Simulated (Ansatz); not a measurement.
Species: C₄H₉O₂, charge 0, multiplicity 2. It need not be the lowest isomer of its formula. 
Structure (B3LYP-D3(BJ)/def2-TZVP (Ansatz, a quantum-chemistry and plane-wave program) minimum search):
```xyz
15

C      0.1203    -1.8666    -0.2407
C     -0.2438    -0.4465    -0.0307
O      0.8607     0.3064     0.4984
C      1.0153     0.2039     1.8987
O     -0.5877     0.1054    -1.2576
C     -1.0999     1.4272    -1.1789
H      0.0839    -2.5697     0.5780
H      0.5751    -2.1556    -1.1767
H     -1.0779    -0.3456     0.6869
H      1.3073    -0.8054     2.2092
H      0.0919     0.4790     2.4245
H      1.8047     0.8979     2.1824
H     -1.9699     1.4682    -0.5120
H     -1.4082     1.7020    -2.1855
H     -0.3419     2.1266    -0.8224
```
Charge 0, spin multiplicity 2.

Parts of the frozen-core correlation energy in STO-3G (Ansatz, hartree). Frozen orbitals: 6; correlated occupied orbitals by spin: 19 and 18; virtual: 14 and 15. Open shells are spin-unrestricted. Spin-orbit coupling is left out. Non-relativistic.

```json
[
 {"term": "reference (HF)", "value": "-302.48658"},
 {"term": "MP2 opposite-spin", "value": "-0.22564"},
 {"term": "MP2 same-spin", "value": "-0.03131"},
 {"term": "CCSD correlation", "value": "-0.34045"},
 {"term": "(T)", "value": "-0.00421"},
 {"term": "T1 diagnostic", "value": "0.009"},
 {"term": "largest doubles amplitude", "value": "0.026"},
 {"term": "<S^2> of the reference", "value": "0.766"}
]
```
